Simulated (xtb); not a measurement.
GaI3, SMILES [I][Ga]([I])[I]. All values are semi-empirical tight-binding results from xtb (GFN2-xTB unless named), good for trends rather than for accurate numbers. Geometry optimised at GFN2-xTB. The isomer is the one that the SMILES or the coordinates give; other isomers of the formula were not compared.

For metal compounds this method's bond lengths and energies can be far off.

The point group as xtb finds it comes out as D3h and the orbital gap is 3.50 eV. The zero-point energy is 1.4 kcal/mol. The G − E(el) at 298.15 K (modified RRHO) comes out as -21.0 kcal/mol.
